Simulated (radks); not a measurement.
Cs+, configuration [Xe] (the NIST ground configuration). Method: scalar-relativistic Kohn-Sham, Slater X-alpha with alpha = 0.691, spin-polarised, spherical densities, finite nucleus; Fermi nuclear charge, rms radius 4.8041 fm; computed with a radial shooting solver on a logarithmic mesh with Libxc functionals.

Normalised radial functions P(r) = r R(r), r in bohr:

r              4d       5p
0.002456   0.0000   0.0024
0.00325    0.0001   0.0040
0.004334   0.0002   0.0066
0.005735   0.0005   0.0106
0.007588   0.0011   0.0170
0.01012    0.0024   0.0273
0.01339    0.0051   0.0424
0.01772    0.0108   0.0639
0.02363    0.0226   0.0934
0.03127    0.0452   0.1276
0.04137    0.0867   0.1605
0.05518    0.1606   0.1777
0.07301    0.2730   0.1562
0.09737    0.4283   0.0729
0.1288     0.5857  -0.0652
0.1705     0.6713  -0.2085
0.2274     0.5665  -0.2568
0.3008     0.1959  -0.1205
0.398     -0.3854   0.1592
0.5309    -0.9590   0.3839
0.7024    -1.2058   0.3090
0.9294    -1.0530  -0.0737
1.24      -0.6596  -0.5400
1.64      -0.3018  -0.7827
2.188     -0.0921  -0.7180
2.894     -0.0185  -0.4692
3.83      -0.0021  -0.2188
5.108     -0.0001  -0.0662
6.758     0.0000  -0.0126

4d: eigenvalue -78.676 eV, 1 radial node at r = 0.333 bohr, <r> = 0.836 bohr, 90 % of the charge inside 1.27 bohr. 5p: eigenvalue -17.803 eV, 3 radial nodes at r = 0.114, 0.342, 0.889 bohr, <r> = 2.07 bohr, 90 % of the charge inside 3.07 bohr.
